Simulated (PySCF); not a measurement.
# Working out the ionisation energy of Bi

Bi [Xe] 4f14 5d10 6s2 6p3 (4S) → Bi⁺ [Xe] 4f14 5d10 6s2 6p2 (3P). Computed with PySCF 2.14 in aug-cc-pVTZ-PP with ECP60MDF (6s5p4d2f, 55 functions), with a scalar-relativistic core potential. Frozen: 5s2 5p6 5d10. Energies in hartree (1 hartree = 27.21139 eV):

```tsv
part	Bi (lower)	Bi⁺ (upper)
UHF	-213.594298	-213.292267
CCSD correlation	-0.060980	-0.047720
(T)	-0.001779	-0.000918
```

Problem. What does Hartree-Fock give?

Solution. (-213.292267) − (-213.594298) = 0.302031 hartree = 8.219 eV.

Problem. What do CCSD and CCSD(T) give?

Solution. The CCSD correlation energies differ by 0.013260 hartree = 0.361 eV and the triples by 0.000861 hartree = 0.023 eV, so CCSD gives 8.580 eV and CCSD(T) 8.603 eV.

Reference: 7.286 eV (measured; NIST Atomic Spectra Database, ionization energies), between the lowest levels; spin-orbit coupling is absent from the calculation.

What remains against the reference includes basis incompleteness, the frozen core and higher excitations.
